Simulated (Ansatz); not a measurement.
Consider the ligand exchange at the Al–C bond: `N/C(Cl)=[CH]/[AlH2]` + `C[NH][AlH2]` → `C[N]([AlH2])[AlH2]` + `C=C(N)Cl`.

Calculated with Ansatz (gas phase, PBE0-D4/def2-TZVP geometries, no zero-point term in ΔE). CCSD(T)/CBS adds triple-zeta CCSD(T) − MP2 to the extrapolated MP2 energy (def2 sets, frozen cores). Functionals use def2-TZVPP. B3LYP here is the variant with VWN-RPA as its local correlation; programs differ in this. Each species was taken in one conformer, which may not be the lowest.

`N/C(Cl)=[CH]/[AlH2]`:

Cartesian coordinates in Å:
```
N -1.160 1.711 -0.027
C -0.164 0.787 -0.117
Cl 1.313 1.526 -0.669
C -0.225 -0.517 0.204
Al 1.174 -1.820 0.177
H -1.069 2.565 -0.548
H -2.094 1.361 0.103
H -1.220 -0.833 0.523
H 0.785 -3.299 0.611
H 2.660 -1.482 -0.257
```

`C[NH][AlH2]`:

Z-matrix (Å, degrees):
```
C
N 1 1.447
H 1 1.097 2 112.3
H 1 1.097 2 112.4 3 121.5
H 1 1.093 2 109.8 3 -119.2
Al 2 1.767 1 128.6 3 119.4
H 2 1.010 1 111.9 3 -60.6
H 6 1.584 2 117.5 1 179.9
H 6 1.584 2 117.5 1 0.1
```

`C[N]([AlH2])[AlH2]`:

Z-matrix (Å, degrees):
```
C
N 1 1.467
H 1 1.095 2 111.6
H 1 1.095 2 111.9 3 119.9
H 1 1.095 2 111.9 3 -119.8
Al 2 1.790 1 119.3 3 94.0
Al 2 1.790 1 119.4 3 -89.8
H 6 1.582 2 118.3 1 -178.0
H 6 1.587 2 117.8 1 2.6
H 7 1.586 2 117.9 1 -2.7
H 7 1.582 2 118.3 1 178.0
```

`C=C(N)Cl`:

Z-matrix (Å, degrees):
```
C
C 1 1.330
H 1 1.078 2 121.1
H 1 1.083 2 120.1 3 -178.8
N 2 1.378 1 127.5 3 173.9
Cl 2 1.734 1 120.5 3 -2.4
H 5 1.007 2 115.0 1 148.5
H 5 1.008 2 114.1 1 15.3
```

```
             level  ΔE (kcal/mol)  difference from CCSD(T)/CBS
         r2SCAN-D4          -11.8                          1.8
          B3LYP-D4          -12.4                          1.2
           ωB97X-V          -12.7                          0.9
           ωB97M-V          -12.9                          0.7
            B2PLYP          -12.7                          0.9
               PBE          -10.6                          3.0
            r2SCAN          -11.7                          1.9
     HF/def2-TZVPP          -12.9                          0.7
SCS-MP2/def2-TZVPP          -14.0                         -0.4
CCSD(T)/def2-TZVPP          -13.9                         -0.3
     HF/def2-QZVPP          -13.2                          0.4
    MP2/def2-QZVPP          -13.5                          0.1
SCS-MP2/def2-QZVPP          -13.9                         -0.3
      HF/CBS(def2)          -13.2                          0.4
     MP2/CBS(def2)          -13.3                          0.3
    CCSD/CBS(def2)          -13.7                         -0.1
       CCSD(T)/CBS          -13.6                            0
```

Largest T1 diagnostic among the species: 0.012.
